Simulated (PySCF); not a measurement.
# How methods differ on the excitation energy of Si

Si [Ne] 3s2 3p2 (3P) → Si [Ne] 3s1 3p2 4s1 (5P), as a difference of total energies. Computed with PySCF 2.14 in aug-cc-pwCVTZ (8s7p5d3f, 75 functions), with the non-relativistic Hamiltonian (point nucleus). Correlated levels: valence: [Ne] frozen; valence and next inner shell: 1s2 frozen; nothing frozen. The calculations carry no spin-orbit coupling.

```
                                method  excitation energy (eV)
                                   UHF                   8.594
                                   LDA                  10.142
                                   PBE                  10.069
                                  PBE0                  10.001
                                r2SCAN                   9.775
                                 B3LYP                  10.339
                                  BLYP                  10.380
                                   M06                  10.284
                                 TPSSh                  10.134
                         MP2 (valence)                   9.718
                     SCS-MP2 (valence)                  10.086
    MP2 (valence and next inner shell)                   9.891
SCS-MP2 (valence and next inner shell)                  10.215
                   MP2 (all electrons)                   9.888
               SCS-MP2 (all electrons)                  10.213
```

Task: How much does correlation contribute at MP2 (all electrons)?

Result: 9.888 − (8.594) = 1.294 eV, measured against UHF.

The upper state lies above the first ionisation limit, but in LS coupling its spin forbids autoionisation to the ground ion. A Rydberg-like electron needs more diffuse functions than a valence basis has.

The promoted electron is Rydberg-like, and one or two diffuse shells describe it only roughly, which tends to raise the upper state.
